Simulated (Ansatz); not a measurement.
Compare A (`CNC(=N)[SiH3]`) with its isomer B (`N=C([SiH3])CN`).

Computed with Ansatz on PBE0-D4/def2-TZVP structures; ΔE is electronic, products minus reactants. CCSD(T)/CBS is the MP2 limit (def2-TZVPP, def2-QZVPP) plus CCSD(T) − MP2 in def2-TZVPP, frozen cores. DFT in def2-TZVPP. B3LYP here is the variant with VWN-RPA as its local correlation; programs differ in this. One conformer a species, not always the lowest.

(1) Which is lower in electronic energy at CCSD(T)/CBS, and by how much? (An estimate is asked.)

(2) Give E(B) − E(A) in kcal/mol with ωB97M-V, PBE-D4, CCSD(T)/def2-SVP, BLYP-D4, B2PLYP, B3LYP, MP2/def2-TZVPP. (Estimate.)

(3) Does the order hold for the free energy at 298.15 K (harmonic terms from PBE0-D4)? (An estimate is asked.)

Largest T1 diagnostic: 0.014.

Results:

(1) Computed: A, by 6.5 kcal/mol.

(2) The calculation gave: ωB97M-V 7.2, PBE-D4 9.6, CCSD(T)/def2-SVP 6.4, BLYP-D4 9.6, B2PLYP 8.3, B3LYP 8.9, MP2/def2-TZVPP 7.3. None reverses the order clearly.

(3) Computed: Yes: G(B) − G(A) = +6.7 kcal/mol, for one conformer each.

Leaving LDA and LC-ωPBE aside and taking each functional with its dispersion term where it has one, the values, not all of them listed here, spread over 2.6 kcal/mol, from ωB97M-V to r2SCAN-D4. LDA lies +1.5 kcal/mol from PBE without D4. From PBE to PBE0 (25 % exact exchange), in def2-TZVPP and without D4, E(B) − E(A) moves by −1.0 kcal/mol.
